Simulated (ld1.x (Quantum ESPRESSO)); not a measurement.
# Tm: excitation energies, all-electron against TM

| Property | Result |
| --- | --- |
| Element | Tm |
| Generator | ld1.x (Quantum ESPRESSO) 7.5 |
| Type | norm-conserving Troullier–Martins (Kleinman–Bylander form) |
| Functional | PBE |
| Relativity | scalar-relativistic |
| Frozen core | [Xe] |
| Valence charge | 15 |
| Reference configuration | 4f13 5d0 6s1.5 6p0.5 |
| Partial waves | 6s (bound): rc 2.90 bohr; 6p (bound): rc 4.20 bohr; 5d (bound, empty): rc 2.30 bohr; 4f (bound): rc 1.15 bohr |
| Local potential | all-electron potential smoothed inside 1.75 bohr (lloc = -2) |
| Core correction | a·sin(br)/r model core, default radius (core density twice the valence density) |

Energies are relative to the spin-unpolarised reference configuration 4f13 5d0 6s1.5 6p0.5; without spin polarisation the order of configurations can differ from experiment. Not all tests gave a result: 2 of 7 tests not solved or not reliable. Left out of the table: 4f13 5d0 6s1.5 6p0 (solver errors, printed error -0.7 meV); 4f12 5d1 6s1 6p0 (solver errors, printed error -3.2 eV).

Q: Give the all-electron excitation energy and the error of the potential for: 4f13 5d0 6s2 6p0; 4f13 5d0 6s1 6p0; 4f13 5d0 6s0 6p0; 4f13 5d0 6s1 6p1; 4f13 5d1 6s0 6p0.

A:

```csv
valence configuration,charge,ΔE all-electron (eV),error AE − PS (meV)
4f13 5d0 6s2 6p0,0,-1.402,-1.4
4f13 5d0 6s1 6p0,+1,5.055,-3.6
4f13 5d0 6s0 6p0,+2,17.154,-40
4f13 5d0 6s1 6p1,0,1.455,+3.1
4f13 5d1 6s0 6p0,+1,7.793,-40
```

Levels in the configuration 4f13 5d0 6s0 6p0:

```csv
level,all-electron (eV),pseudo (eV)
4f,-17.554,-17.534
```

Note: ghost states, extra bound levels that the all-electron valence spectrum of the same l lacks: s at -24.2 eV, p at -0.78 eV. A true bound ghost makes a file unfit for plane-wave use.
